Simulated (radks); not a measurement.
Values are calculated unless marked as measured or tabulated.
Eu XXXIII, 31 electrons, occupied as [Ar] 3d10 4s2 4p1 (the NIST ground configuration). Level of theory: Dirac Kohn-Sham, LB94 model potential, spin-unpolarised, spherical densities, finite nucleus; open shells fill j = l - 1/2 first; Fermi nuclear charge, rms radius 5.1115 fm (a radial shooting solver on a logarithmic mesh with Libxc functionals).

Normalised radial functions P(r) = r R(r) (large component), r in bohr:

r,4s1/2
0.001298,0.1467
0.00165,0.1771
0.002097,0.2124
0.002666,0.2523
0.003417,0.2977
0.004343,0.3438
0.005521,0.3887
0.007019,0.4269
0.008995,0.4505
0.01143,0.4464
0.01454,0.4013
0.01848,0.3005
0.02368,0.1269
0.0301,-0.1057
0.03827,-0.3734
0.04865,-0.6124
0.06234,-0.7233
0.07925,-0.5882
0.1007,-0.1648
0.1281,0.4481
0.1641,0.9726
0.2086,0.9881
0.2652,0.3258
0.3372,-0.7496
0.4321,-1.5928
0.5493,-1.6234
0.6983,-1.0296
0.8877,-0.4012
1.138,-0.0834
1.446,-0.0090

4s1/2: eigenvalue -1374.7 eV, 3 radial nodes at r = 0.0272, 0.108, 0.286 bohr, <r> = 0.499 bohr, 90 % of the charge inside 0.706 bohr.
